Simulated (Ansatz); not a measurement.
System: MgO, charge 0, singlet. MgO (SMILES [O]=[Mg]).
B3LYP-D3(BJ)/def2-TZVP minimum from Ansatz (a quantum-chemistry and plane-wave program):
```xyz
2

Mg     0.0000     0.0000    -0.6958
O      0.0000     0.0000     1.0436
```
Charge 0, spin multiplicity 1.

Total energies in hartree (Ansatz). UHF or UKS for unpaired electrons; spin-orbit terms are left out. Correlated methods leave the cores frozen. No relativity. Where a partner has so few electrons that a lower coupled-cluster level is exact, that level stands in. The T1 diagnostic of MgO ([O]=[Mg], singlet) reaches 0.062 in the sets run. The restricted determinant of MgO ([O]=[Mg], singlet) is unstable towards broken spin symmetry in at least one set run.

| species | HF/def2-TZVPP | CCSD(T)/def2-TZVPP | HF/def2-QZVPP | CCSD(T)/def2-QZVPP | CCSDT(Q)/def2-QZVPP |
|---|---|---|---|---|---|
| 1: MgO (SMILES [Mg]=[O]) | -274.37483 | -274.70079 | -274.38906 | -274.73546 | -274.73861 |
| 2: Mg (singlet) | -199.60663 | -199.63935 | -199.61449 | -199.64829 | -199.64829 |
| 3: O (triplet) | -74.81563 | -74.97674 | -74.81863 | -74.99407 | -74.99447 |

**Question.** Work out the atomisation energy (electronic, to ground-state atoms) in kcal/mol: take Hartree-Fock from def2-QZVPP, extrapolate the CCSD(T) correlation energy as X^-3 (X = 3, 4), and add CCSDT(Q) - CCSD(T) in def2-QZVPP. 1 hartree = 627.51 kcal/mol.

**Answer.** 
Species 1: correlation (64·(-0.34640) - 27·(-0.32596))/37 = -0.36132; step -0.00315; E1 = -274.38906 + (-0.36132) + (-0.00315) = -274.75353
Species 2: correlation (64·(-0.03380) - 27·(-0.03272))/37 = -0.03459; step +0.00000; E2 = -199.61449 + (-0.03459) + (+0.00000) = -199.64908
Species 3: correlation (64·(-0.17544) - 27·(-0.16111))/37 = -0.18590; step -0.00040; E3 = -74.81863 + (-0.18590) + (-0.00040) = -75.00493
-1·E1 +1·E2 +1·E3 = 0.09952 hartree = 62.4 kcal/mol.
